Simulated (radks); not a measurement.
Neutral krypton, configuration [Kr] (the NIST ground configuration).

All-electron calculation, scalar-relativistic Kohn-Sham, Slater X-alpha with alpha = 0.667, spin-polarised, spherical densities, finite nucleus; Fermi nuclear charge, rms radius 4.1884 fm. Program: a radial shooting solver on a logarithmic mesh with Libxc functionals.

Energy parts (eV):
part                   energy
total              -75745.331
kinetic             77515.673
electron-nucleus  -182943.079
Hartree             32123.300
exchange            -2441.225

Orbitals (lengths in bohr, moments of r in powers of bohr; r(max) is where P^2 peaks; r(90%) holds 90 % of the orbital's charge):
orbital	occ.	eigenvalue (eV)	r(90%)	r(max)
1s	2	-14133.02	0.0743	0.02712
2s	2	-1859.896	0.284	0.1545
2p	6	-1645.783	0.261	0.1234
3s	2	-261.3721	0.791	0.4676
3p	6	-193.2290	0.826	0.4634
3d	10	-80.0543	0.913	0.4101
4s	2	-21.8945	2.35	1.334
4p	6	-8.1329	3.05	1.549

The highest occupied level is 4p at -8.133 eV. The density falls to 0.001 e/bohr^3 at r = 4.08 bohr. Summed over all electrons, <r^2> = 39.90 bohr^2, which gives a Langevin (diamagnetic) susceptibility term of -31.6 x 10^-6 cm^3/mol.
